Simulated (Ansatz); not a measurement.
Geometry optimisation, RKS PBE/def2-SVP (Ansatz).

The input (input.yaml):

```yaml
crystal:
  periodic: [false, false, false]
  atoms:
    - { symbol: W, position_ang: [0.126321, 0.245257, -0.329293] }
    - { symbol: H, position_ang: [0.280412, 0.188273, 2.578529] }
    - { symbol: H, position_ang: [1.467568, -0.55651, 0.306165] }
    - { symbol: H, position_ang: [-0.586394, 1.481554, 0.570311] }
    - { symbol: F, position_ang: [-1.745996, -0.16557, -0.404678] }
    - { symbol: H, position_ang: [-0.042655, -1.325121, 0.265134] }
    - { symbol: F, position_ang: [0.308363, 0.317844, -2.155509] }
    - { symbol: Cl, position_ang: [1.849311, 1.805331, 0.175613] }
    - { symbol: H, position_ang: [0.69417, 0.593543, 2.137828] }
basis:
  gaussian: { orbitals: def2-SVP }
hamiltonian:
  xc: pbe
relax:
  f_tol: 0.03
  max_steps: 50
output:
  orbitals: {}
```

Launched with:

```bash
$ ansatz run input.yaml --threads 2 --pin off --max-ram 3072MiB --backend cpu --events-out ev --progress --plain --runs-dir out
```

Question: Where does it end, and by what steps?

Answer: The run converged. After 14 steps the energy has fallen by 0.657 eV; H2 moved furthest, 0.96 Å. Joined: W1–H2 (2.91 → 1.90 Å), W1–H9 (2.56 → 1.92 Å).

```
step  energy less start (eV)  largest force component (eV/Å)  accepted
   0                  0.0000                           1.147       yes
   1                 -0.1060                           0.352       yes
   2                 -0.1648                           0.563       yes
   3                 -0.2568                           0.328       yes
   4                 -0.3437                           0.254       yes
   5                 -0.4282                           0.556       yes
   6                 -0.5161                           0.929       yes
   7                 -0.6070                           0.635       yes
   8                 -0.5943                           0.521        no
   9                 -0.6476                           0.192       yes
  10                 -0.6340                           0.595        no
  11                 -0.6561                           0.099       yes
  12                 -0.6508                           0.162        no
  13                 -0.6571                           0.040       yes
  14                 -0.6572                           0.020       yes
```

```xyz
9
Properties=species:S:1:pos:R:3
W 0.219 0.324 -0.098
H 0.259 -0.233 1.718
H 1.604 -0.440 0.498
H -0.365 1.619 0.872
F -1.668 -0.009 -0.031
H 0.088 -1.279 0.433
F 0.261 0.135 -1.951
Cl 1.980 1.875 -0.080
H -0.027 0.593 1.784
```

Whether the end is a true minimum wasn't checked by a vibrational analysis.

Time of the run: 19 s on 2 threads of Intel(R) Xeon(R) 6975P-C (Granite Rapids), on a shared host, peak memory 0.16 GiB.
